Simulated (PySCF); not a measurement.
**Telling isomers of C8H5FN2 apart by NMR**

Computed data (PySCF 2.14.0 with density-fitted response routines): GFN2-xTB structure, GIAO PBE0/pcSseg-1 shieldings. In vacuum, fast rotation and ring inversion assumed for equivalent nuclei, one computed conformer, no relativistic terms.

Scale: 1H, 13C against TMS (reference shieldings calculated alike). Splittings of carbon signals by F and P are missing where no couplings were computed. Where no couplings were computed, multiplicities follow the n + 1 count of equivalent neighbours, and m marks all less simple cases (inequivalent or close neighbours, rings, F or P nearby). Shifts are as computed. Against solution values, carbons near 30 ppm lie about +3 ppm off and those near 130 ppm about +5 ppm. Of 1211 compounds with measured shifts, 218 miss one by over three times the rms of a fit or turn the order of signals round; such compounds aren't used in these exercises.

(1) Tabulate the signals of `Fc1ccc2cnncc2c1`, `Fc1nncc2ccccc12` and their relative energies.

(2) What is the quickest way to tell Fc1ccc2cnncc2c1 from Fc1nncc2ccccc12?

Results:

(1) 
| SMILES | carbon types | δC | δH | E rel. (kcal/mol) |
| --- | --- | --- | --- | --- |
| Fc1ccc2cnncc2c1 | 3×C 5×CH | 173.4, 154.3, 153.2, 135.4, 131.5, 127.4, 126.9, 115.8 | 9.89 (s, 1H), 9.83 (s, 1H), 8.26 (m, 1H), 7.95 (m, 1H), 7.79 (m, 1H) | 4.5 |
| Fc1nncc2ccccc12 | 3×C 5×CH | 170.7, 154.2, 138.2, 137.3, 133.4, 131.2, 128.5, 121.1 | 9.74 (s, 1H), 8.57 (m, 1H), 8.29 (m, 1H), 8.26 (m, 1H), 8.24 (m, 1H) | 0.0 |

Energies are electronic energies at PBE0/pcSseg-1 on these geometries, without zero-point or thermal terms, each for the one conformer computed, which needn't be the lowest.

(2) Both give the same number of carbon signals, with the same numbers of each carbon type, so the positions decide. The first has an aromatic CH at 115.8 ppm, the second a ring-fusion aromatic carbon (C) at 121.1 ppm. Their most deshielded carbons lie at 173.4 and 170.7 ppm.
